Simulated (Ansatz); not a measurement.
One geometry of Rb4Br3, several levels of theory.

```yaml
crystal:
  periodic: [false, false, false]
  atoms:
    - {symbol: Rb, position_ang: [-0.724903, 2.864575, -0.388844]}
    - {symbol: Rb, position_ang: [-5.279049, 2.383693, -0.258162]}
    - {symbol: Rb, position_ang: [4.395888, -1.154906, 0.067617]}
    - {symbol: Rb, position_ang: [-0.109429, -1.711347, 0.286977]}
    - {symbol: Br, position_ang: [2.505287, -3.664879, 0.415485]}
    - {symbol: Br, position_ang: [1.974306, 1.010830, -0.090663]}
    - {symbol: Br, position_ang: [-2.762102, 0.272032, -0.032410]}
basis:
  gaussian: {orbitals: def2-TZVP, initial_orbitals: start.molden}
magnetization: {spin_polarized: true, initial_magnetization: 1}
hamiltonian: {xc: pbe0, dispersion: d4}
scf: {omitted_lower_state_checks: [starts]}
output: {orbitals: {seedname: orbitals}}
```

The file start.molden holds the orbitals of an earlier run on this structure, at another level or in another basis.

```sh
$ ansatz run in.yaml --threads 4 --pin off --events-out ev --progress --plain --max-ram 4787MiB
```

It prints (some lines left out):

```
Functional definition: PBE0
2334 factors; integrals over basis functions are off by at most 5.5e-4 eV
mean field evaluation 1: about -212746.1418 eV, gradient 1.5e2 eV
mean field evaluation 2: about -212747.0218 eV, gradient 2.5e0 eV
mean field evaluation 4: about -212747.1065 eV, gradient 1.3e-1 eV
mean field evaluation 8: about -212747.1068 eV, gradient 1.4e-5 eV
mean field -212747.10681836 eV, -7818.3119704063 hartree, gradient 1.4e-5 eV, S^2 0.750119; 0 other end points of the search recorded, 0 dependent functions left out
reference -212747.10689599 eV, -7818.3119732592 hartree; 71, 70 occupied and 205, 206 virtual orbitals, 2334 factors
Total energy: -212747.30674858 eV, -7818.3193177066 hartree
Checks for a lower state left out: starts
```

Hardware: 4 threads of Arm Neoverse V2 on a shared host. Wall time 27 s, peak host memory 1.6 GiB.

As the first input, with `hamiltonian: {xc: pbe}`, `correlation: {method: rpa}` and without the key `output` (abridged; 39 s):

```
Functional definition: PBE
mean field -212739.56486980 eV, -7818.0348089088 hartree, gradient 1.2e-6 eV, S^2 0.750097
27 core orbitals not correlated: weight in the atoms' cores, before any rotation towards them, 1.000 or more for the frozen orbitals, at most 0.000 for the correlated occupied ones
Total energy: -212643.37265954 eV, -7814.4998103833 hartree
Checks for a lower state left out: starts
```

First input, but with `correlation: {method: mp2}` and without the key `hamiltonian` (abridged; 27 s):

```
Functional definition: HF
mean field -212598.50778572 eV, -7812.8510566810 hartree, gradient 2.6e-6 eV, S^2 0.750263
27 core orbitals not correlated: weight in the atoms' cores, before any rotation towards them, 1.000 or more for the frozen orbitals, at most 0.000 for the correlated occupied ones
second order -30.68186616 eV of doubles, -0.00000000 eV of singles
Total energy: -212629.18965188 eV, -7813.9785944655 hartree
Checks for a lower state left out: starts
```

The first input with `hamiltonian: {xc: {name: BHLYP}, dispersion: d4}` (abridged; 28 s):

```
Functional definition: BHLYP
mean field -212766.32653456 eV, -7819.0182819490 hartree, gradient 3.0e-5 eV, S^2 0.750106
Total energy: -212766.83270834 eV, -7819.0368834926 hartree
Checks for a lower state left out: starts
```

The first input with `gaussian: {orbitals: def2-SVP, initial_orbitals: start.molden}`, `hamiltonian: {xc: pbe, dispersion: d4}` (abridged; 11 s):

```
Functional definition: PBE
mean field -212714.17980026 eV, -7817.1019248099 hartree, gradient 2.6e-5 eV, S^2 0.750094
Total energy: -212714.40340700 eV, -7817.1101422060 hartree
Checks for a lower state left out: starts
```

First input, but with `hamiltonian: {xc: pbe, dispersion: d4}`, `output: {forces: true, orbitals: {seedname: orbitals}}` (abridged; 20 s):

```
Functional definition: PBE
mean field -212739.56488035 eV, -7818.0348092968 hartree, gradient 1.9e-5 eV, S^2 0.750097
Total energy: -212739.78851784 eV, -7818.0430278226 hartree
Atom 0 force    -0.025500     0.040301    -0.005509 eV/Å
Atom 1 force    -0.010478     0.024476    -0.003210 eV/Å
Atom 2 force     0.021895     0.014190    -0.002639 eV/Å
Atom 3 force    -0.003929    -0.002957     0.001003 eV/Å
Atom 4 force     0.013418    -0.052987     0.006254 eV/Å
Atom 5 force     0.017704     0.002839     0.000801 eV/Å
Atom 6 force    -0.013109    -0.025862     0.003298 eV/Å
Dipole moment:     0.625660     0.738763    -0.099528 e Å
Checks for a lower state left out: starts
```

As the first input, with `gaussian: {orbitals: def2-SVP, initial_orbitals: start.molden}` (abridged; 20 s):

```
Functional definition: PBE0
mean field -212721.77632256 eV, -7817.3810918555 hartree, gradient 2.4e-5 eV, S^2 0.750112
Total energy: -212721.97623528 eV, -7817.3884385123 hartree
Checks for a lower state left out: starts
```

Geometry: PBE-D4/def2-SVP.

In the def2 sets Rb takes a core potential; there is no spin–orbit coupling. Correlated methods freeze 27 core orbitals; core or outer-core shells of Rb, Br are correlated, in sets that lack core-valence functions. Another isomer (doublet) lies 0.42 eV lower at PBE0-D4/def2-TZVP; other spin states weren't run for this one.
